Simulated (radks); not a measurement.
Question: Li, configuration [He] 3d1 (not the ground configuration). Calculated with a radial shooting solver on a logarithmic mesh with Libxc functionals: Dirac Kohn-Sham, PBEsol, spin-unpolarised, spherical densities, finite nucleus; open shells fill j = l - 1/2 first; Fermi nuclear charge, rms radius 2.444 fm. Some entries of the table are withheld. Estimate them.

| orbital | occ. | eigenvalue (hartree) | <r> (bohr) | r(max) (bohr) |
|---|---|---|---|---|
| 1s1/2 | 2 | (1) | (2) | 0.3627 |
| 3d3/2 | 1 | (3) | (4) | (5) |
| 3d5/2 | 0 | (6) | (7) | (8) |

Answer: 
(1) 1s1/2 eigenvalue (hartree): -2.09147
(2) 1s1/2 <r> (bohr): 0.5811
(3) 3d3/2 eigenvalue (hartree): -0.02612
(4) 3d3/2 <r> (bohr): 10.64
(5) 3d3/2 r(max) (bohr): 9.644
(6) 3d5/2 eigenvalue (hartree): -0.02612
(7) 3d5/2 <r> (bohr): 10.64
(8) 3d5/2 r(max) (bohr): 9.644
